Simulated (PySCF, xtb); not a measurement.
AlFH2S, SMILES [F][AlH][SH]. Other conformers were not sampled.

Harmonic wavenumbers (cm⁻¹) from GFN2-xTB in xtb at its own minimum, in rising order: 135, 145, 418, 448, 532, 615, 812, 1938, 2387.

### Question
What does ωB97X-D3(BJ)/def2-TZVP (PySCF) give at its own minimum? (An estimate is asked for; the answer gives what the named calculation found.)

### Answer
188, 274, 483, 496, 644, 698, 852, 2015, 2745. Paired by order, the mean absolute difference is 107 cm⁻¹ and the zero-point energies are 10.6 and 12.0 kcal/mol.
